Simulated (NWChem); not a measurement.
# Si2H5, doublet; SMILES [SiH2][SiH3]

```xyz
7

Si     0.0637    -1.2099     0.0000
Si     0.0071     1.1220     0.0000
H     -0.5134    -1.8424     1.2267
H     -0.5134    -1.8424    -1.2267
H      0.7129     1.6262    -1.2172
H      0.7129     1.6262     1.2172
H     -1.3894     1.6641     0.0000
```
Atoms are numbered in this order, from 1.

Structure relaxed at the PBE0/def2-SVP, spin-unrestricted level. No stability test was run on the SCF state.

Symmetry labels are those of Cs in the frame above (b1 and b2, or b-type labels, depend on it).

Question: List the 4 lowest vertical excitations from PBE/def2-SVP, spin-unrestricted, TDA (NWChem).

Answer: 
```json
[
 {"state": "state 1", "energy (eV)": "3.83", "oscillator strength": "0.005", "symmetry of the excitation": "a'", "<S²>": "0.77"},
 {"state": "state 2", "energy (eV)": "4.60", "oscillator strength": "0.005", "symmetry of the excitation": "a\"", "<S²>": "0.76"},
 {"state": "state 3", "energy (eV)": "4.68", "oscillator strength": "0.000", "symmetry of the excitation": "a\"", "<S²>": "0.76"},
 {"state": "state 4", "energy (eV)": "5.08", "oscillator strength": "0.008", "symmetry of the excitation": "a'", "<S²>": "0.79"}
]
```
